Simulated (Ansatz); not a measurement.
Stepwise reaction of `C[Si](C)(O)O` with water, as a gas-phase model of exchange steps in deposition or etching. ΔE in kJ/mol; ΔG adds harmonic PBE0-D4 terms to CCSD(T)/CBS, at 1 bar.

Isolated molecules relaxed with PBE0-D4/def2-TZVP in Ansatz; ΔE leaves out vibrations. CCSD(T)/CBS is the MP2 limit (def2-TZVPP, def2-QZVPP) plus CCSD(T) − MP2 in def2-TZVPP, frozen cores. This one scheme is used for every species. DFT in def2-TZVPP. B3LYP here is the variant with VWN-RPA as its local correlation; programs differ in this. One conformer a species, not always the lowest.

```
step                                     reaction  PBE-D4  B3LYP-D4  ωB97M-V  CCSD(T)/CBS  ΔG(400 K)
   1  `C[Si](C)(O)O` + H₂O → `C[Si](O)(O)O` + CH₄  -115.0    -126.6   -124.2       -121.2     -112.8
   2  `C[Si](O)(O)O` + H₂O → `O[Si](O)(O)O` + CH₄  -107.7    -119.6   -117.5       -115.5     -103.6
```

(1) By hand: ΔE of the 2 steps together at CCSD(T)/CBS.

## Answers

(1) (-121.2) + (-115.5) = -236.7 kJ/mol, or -118.3 kJ/mol a step.

In ΔE each step is higher than the one before. All are downhill at CCSD(T)/CBS. ΔG lies between -112.8 and -103.6 kJ/mol a step. PBE-D4 differs from CCSD(T)/CBS by 6.2 to 7.8 kJ/mol a step. Isolated molecules leave out the surface, adducts and barriers. Largest T1 diagnostic: 0.011.
